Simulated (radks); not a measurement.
Spin polarisation of the 2p5 shell in Ne+. Start: [He] 2s2 2p(up 2.5, down 2.5); electrons of 2p are moved from spin down to spin up, other shells keep equal spins. Method: scalar-relativistic Kohn-Sham, r2SCAN, spin-polarised, spherical densities, finite nucleus; meta-GGA in the generalised Kohn-Sham scheme; Fermi nuclear charge, rms radius of each element as measured or else 0.836 A^(1/3) + 0.57 fm; computed with a radial shooting solver on a logarithmic mesh with Libxc functionals.

| moment (Bohr magnetons) | E - E(0) (eV) | e(2p up) (eV) | e(2p down) (eV) | 2s down minus up (eV) | 1s down minus up (eV) |
|---|---|---|---|---|---|
| 0 | 0.000 | -32.995 | -32.995 | 0.000 | 0.000 |
| 0.25 | -0.042 | -33.327 | -32.648 | 0.632 | 0.300 |
| 0.5 | -0.170 | -33.645 | -32.288 | 1.265 | 0.599 |
| 0.75 | -0.382 | -33.951 | -31.913 | 1.900 | 0.897 |
| 1 | -0.679 | -34.243 | -31.523 | 2.538 | 1.195 |

At moment 1 the spin-polarisation energy is -0.679 eV and the 2p exchange splitting 2.720 eV, that is 2.720 eV per Bohr magneton; E = -I m^2/4 would give I = 2.716 eV.
